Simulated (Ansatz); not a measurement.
Isolated molecules relaxed with PBE0-D4/def2-TZVP in Ansatz; ΔE leaves out vibrations. CCSD(T)/CBS adds triple-zeta CCSD(T) − MP2 to the extrapolated MP2 energy (def2 sets, frozen cores). This one scheme is used for every species, atoms too. DFT in def2-TZVPP. No spin–orbit coupling; open shells (•) take unrestricted orbitals. Spin–orbit coupling would lower the free atoms: a little for C; clearly for Ge. Bonds to Ge are less sure, by a few kJ/mol each and by 10 to 20 or more in all where they break to atoms, as the def2 sets lack core-valence functions. Scalar relativity is left out up to krypton.

Reaction (atomization): `[GeH3][C]1=CC1` → 3 C• + Ge• + 6 H•

| level | ΔE (kcal/mol) | difference from CCSD(T)/CBS |
| --- | --- | --- |
| PBE-D4 | 885.0 | 18.5 |
| ωB97X-V | 869.7 | 3.2 |
| B2PLYP | 857.5 | -9.0 |
| PBE | 880.7 | 14.2 |
| r2SCAN | 869.0 | 2.5 |
| CCSD/def2-TZVPP | 835.0 | -31.5 |
| CCSD(T)/def2-TZVPP | 848.7 | -17.8 |
| MP2/def2-QZVPP | 869.7 | 3.2 |
| HF/CBS(def2) | 631.7 | -234.8 |
| MP2/CBS(def2) | 877.2 | 10.7 |
| CCSD(T)/CBS | 866.5 | 0 |

Largest T1 diagnostic among the species: 0.011.

In def2-TZVPP, CCSD(T) changes the Hartree–Fock value by +217.5 kcal/mol (the triples alone add +13.7 kcal/mol) and MP2 by +228.1 kcal/mol; breaking electron pairs costs correlation energy, which Hartree–Fock lacks. From PBE to PBE0 (25 % exact exchange), in def2-TZVPP and without D4, ΔE moves by −12.2 kcal/mol: exact exchange takes away binding that semilocal exchange gives to molecules. The D4 term adds +6.9 kcal/mol with B3LYP and +3.6 kcal/mol with PBE0; it sums over pairs of atoms, weighted by their polarisabilities, and B3LYP, whose exchange is more repulsive, gets the larger term.

B3LYP here is the variant with VWN-RPA as its local correlation; programs differ in this.

For atomizations the MP2-based limit and the directly extrapolated one differ by several kJ/mol either way, and by 10 to 25 for some Ge, Se and Sn compounds, so smaller differences from it don't rank the levels.
